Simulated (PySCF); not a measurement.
## Tl⁵⁸⁺: ionisation energy

Tl⁵⁸⁺ [Ar] 3d5 [3d3/2^4 3d5/2^1, M_J = 5/2] → Tl⁵⁹⁺ [Ar] 3d4 [3d3/2^4, M_J = 0], as a difference of total energies. Computed with PySCF 2.14 in an even-tempered Gaussian basis (15 s from 18 bohr⁻², ratio 2.8; 13 p from 23 bohr⁻², ratio 2.8; 8 d from 23 bohr⁻², ratio 2.8; 3 f from 76 bohr⁻², ratio 3), with the two-component X2C-1e Hamiltonian. Correlated levels: [Ne] frozen; the 78 highest virtual spinors dropped. "Screened" scales the spin-orbit matrix elements by Boettger's factors to mimic the two-electron term; Breit and QED terms are absent.

| method | ionisation energy (eV) |
| --- | --- |
| GHF (spin-free) | 6044.7 |
| GMP2 (spin-free) | 6044.6 |
| GHF (screened spin-orbit) | 5972.6 |
| GMP2 (screened spin-orbit) | 5972.4 |

Breit and QED terms and the two-electron picture change are absent.

The spin-free rows relax to the high-spin LS determinant and lack the spin-orbit shift.

The labels give the starting determinants; with spin-orbit coupling the two ends relaxed to ⟨J²⟩ = 8.75, ⟨L²⟩ = 6.79, ⟨S²⟩ = 2.69 and ⟨J²⟩ = 0.00, ⟨L²⟩ = 2.49, ⟨S²⟩ = 2.49.

For comparison: 5969 ± 6 eV (theoretical estimate listed by NIST; NIST Atomic Spectra Database, ionization energies).
